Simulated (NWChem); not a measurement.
Species: C$_{2}$H$_{5}$ISi; SMILES C(/[SiH3])=C/I

def2 effective core potentials on I; no spin-orbit coupling.

### Question
Give the equilibrium geometry at PBE0/def2-SVP with def2 effective core potentials on I (NWChem) as an XYZ file, with the point group.

### Answer
point group Cs; any orientation.
```
9

Si     0.6213    -2.4784     0.0000
C     -1.0840    -1.6852     0.0000
C     -1.3642    -0.3811     0.0000
I      0.0852     1.1380     0.0000
H      1.3906    -2.0800     1.2168
H      0.4386    -3.9609     0.0000
H      1.3906    -2.0800    -1.2168
H     -1.9614    -2.3469     0.0000
H     -2.3780     0.0293     0.0000
```
